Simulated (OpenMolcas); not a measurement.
Ti2+ (d2) in a complex was computed by CASSCF with the d shell active (OpenMolcas, ANO-RCC-VDZP on the metal). Its lowest spin-free states, and all those of the highest spin:

```csv
2S+1,Degeneracy,E (cm-1)
3,1,0.0
3,3,2959
3,3,5134
1,2,11510
1,3,14083
3,3,15687
1,1,17774
1,3,18404
1,2,19561
1,3,20615
1,1,41807
```

Q: Is the site octahedral, tetrahedral or cube-like, axial, or of lower symmetry?

A: The states with 2S+1 = 3 have orbital degeneracies 1, 3, 3, 3. Threefold states need a cubic site. For d2 at this spin an octahedron puts the threefold T1 below the threefold T2 and a tetrahedron or cube puts the single A2 below the threefold T2, so the site is a tetrahedron or a cube, which this pattern cannot tell apart. The first gap at this spin, 2960 cm-1, is |10Dq| in ligand-field theory. The run had Ti2+ with 4 ligands (chloride) in tetrahedral coordination (Td) at 2.49 Å. A charge of +0.5 e stands 2.6 Å behind each ligand. Ligand basis ANO-RCC-VDZP.

Without dynamic correlation the repulsion within the d shell is too large (B by tens of per cent), so at a given field states of lower spin stand too high. Ligand-to-metal charge-transfer states are missing. With no ligand orbital active B as a rule stays too high, so bands that hang on it stand too high and its fall with covalency is understated. With metal d orbitals alone and no dynamic correlation the field as a rule comes out too small, by tens of per cent, by up to half for chloride and softer ligands. No measured value stands beside these numbers; the geometry is a model, was not optimised and need not be the one that this ion takes.
